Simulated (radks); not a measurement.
Removal energies from the lead ion Pb13+, [Xe] 4f14 5d(3/2: 1, 5/2: 0), by Delta-SCF beside the eigenvalue of the level emptied. All-electron calculation, Dirac Kohn-Sham, BLYP, spin-unpolarised, spherical densities, finite nucleus; Fermi nuclear charge, rms radius of each element as measured or else 0.836 A^(1/3) + 0.57 fm. Program: a radial shooting solver on a logarithmic mesh with Libxc functionals. Sub-shells are occupied by j as written (lower j first in brackets).

removed from,final configuration,Delta-SCF (eV),-eigenvalue (eV)
5d3/2,[Xe] 4f14,246.35,235.38
5p3/2,"[Kr] 4d10 4f14 5s2 5p(1/2: 2, 3/2: 3) 5d(3/2: 1, 5/2: 0)",314.42,302.34
5p1/2,"[Kr] 4d10 4f14 5s2 5p(1/2: 1, 3/2: 4) 5d(3/2: 1, 5/2: 0)",341.90,329.01
4f7/2,"[Xe] 4f(5/2: 6, 7/2: 7) 5d(3/2: 1, 5/2: 0)",391.70,371.00
